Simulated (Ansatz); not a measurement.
CH3F2NOSi (`O[SiH]1NC1(F)F`): the same geometry under several functionals.

```yaml
crystal:
  periodic: [false, false, false]
  atoms:
    - {symbol: O, position_ang: [0.511748, -1.480805, -1.457351]}
    - {symbol: Si, position_ang: [-0.010654, -0.903713, -0.030256]}
    - {symbol: N, position_ang: [0.672048, 0.467183, 0.689879]}
    - {symbol: C, position_ang: [-0.629640, 0.807382, 0.287258]}
    - {symbol: F, position_ang: [-0.720607, 1.790122, -0.654860]}
    - {symbol: F, position_ang: [-1.477998, 1.187942, 1.276752]}
    - {symbol: H, position_ang: [0.778782, -0.845395, -2.125852]}
    - {symbol: H, position_ang: [-0.358742, -2.087859, 0.770183]}
    - {symbol: H, position_ang: [1.323463, 1.018844, 1.227248]}
basis:
  gaussian: {orbitals: def2-TZVPP}
hamiltonian: {xc: lda}
output: {orbitals: {seedname: orbitals}}
```

```sh
$ ansatz run in.yaml --threads 4 --pin off --events-out ev --progress --plain --max-ram 10444MiB
```

Shortened log:

```
Functional definition: SPW92
1263 factors; their error is unknown
mean field evaluation 1: about -17823.8618 eV, gradient 9.1e1 eV
mean field evaluation 2: about -17778.0575 eV, gradient 1.7e2 eV
mean field evaluation 4: about -17837.5835 eV, gradient 1.4e1 eV
mean field evaluation 8: about -17837.8804 eV, gradient 1.3e-1 eV
mean field evaluation 16: about -17837.8522 eV, gradient 2.0e-3 eV
mean field -17837.85217928 eV, -655.5289766582 hartree, gradient 4.9e-5 eV, S^2 0.000000; 0 other end points of the search recorded, 0 dependent functions left out
reference -17837.85221280 eV, -655.5289778898 hartree; 28, 28 occupied and 211, 211 virtual orbitals, 1263 factors
Total energy: -17837.85221280 eV, -655.5289778898 hartree
```

Hardware: 4 threads of an Arm Neoverse V2 on a shared host. Wall time 1.1 s, peak host memory 0.29 GiB.

The same input with `hamiltonian: {xc: {name: revPBE}, dispersion: d4}` (abridged; 1.7 s):

```
Functional definition: revPBE
mean field evaluation 16: about -17934.5721 eV, gradient 1.6e-3 eV
mean field -17934.57211711 eV, -659.0833688144 hartree, gradient 7.9e-5 eV, S^2 0.000000
Total energy: -17935.17890666 eV, -659.1056679188 hartree
```

With the line `hamiltonian: {xc: {name: BHLYP}, dispersion: d4}` (abridged; 2.6 s):

```
Functional definition: BHLYP
mean field evaluation 16: about -17935.0228 eV, gradient 1.0e-4 eV
mean field -17935.02277213 eV, -659.0999300806 hartree, gradient 5.4e-5 eV, S^2 0.000000
Total energy: -17935.24575706 eV, -659.1081246256 hartree
```

Changing it to `hamiltonian: {xc: {name: CAM-B3LYP}, dispersion: d4}` (abridged; 2.8 s):

```
Functional definition: CAM-B3LYP
mean field evaluation 16: about -17936.8238 eV, gradient 5.9e-5 eV
mean field -17936.82383944 eV, -659.1661180835 hartree, gradient 5.9e-5 eV, S^2 0.000000
Total energy: -17936.98171600 eV, -659.1719199402 hartree
```

With the line `hamiltonian: {xc: {name: r2SCAN0}, dispersion: d4}` (abridged; 4.5 s):

```
Functional definition: r2SCAN0
mean field evaluation 16: about -17932.7892 eV, gradient 1.3e-4 eV
mean field -17932.78923100 eV, -659.0178489582 hartree, gradient 1.2e-5 eV, S^2 0.000000
Total energy: -17932.84185014 eV, -659.0197826758 hartree
```

The same input with `hamiltonian: {xc: {name: LC-wPBE}}` (abridged; 2.1 s):

```
Functional definition: LC-wPBE
mean field evaluation 16: about -17931.3730 eV, gradient 1.1e-4 eV
mean field -17931.37296874 eV, -658.9658022801 hartree, gradient 5.4e-5 eV, S^2 0.000000
Total energy: -17931.37296875 eV, -658.9658022804 hartree
```
